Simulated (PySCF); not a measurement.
Computed shifts of a molecule F2H4OSi2, PBE/pcSseg-1 run with PySCF, GIAO, gas phase, atoms alike by connectivity averaged where their shifts nearly agree, in ppm (number of nuclei): ²⁹Si: -36.1 (1), -67.0 (1). ¹⁹F: -159.0 (2). ¹H: 5.60 (3), 4.90 (1). References: ²⁹Si against TMS (σ = 335.4 ppm); ¹⁷O against H2O (σ = 334.3 ppm); ¹⁹F against CFCl3 (σ = 133.6 ppm); ¹H against TMS (σ = 31.49 ppm), references at their B3LYP-D3(BJ)/def2-TZVP geometries, non-relativistic. Coordinates come from a B3LYP-D3(BJ)/def2-SVP optimisation. A frequency run showed that this geometry is not a minimum. The values are those of a single conformer.

**Question.** Which molecule gave these data?
A) O[SiH2][SiH](F)F
B) O[Si](F)(F)[SiH3]
C) F[SiH](F)O[SiH3]
D) O[Si@@H](F)[SiH2]F

**Answer.** C, F[SiH](F)O[SiH3]
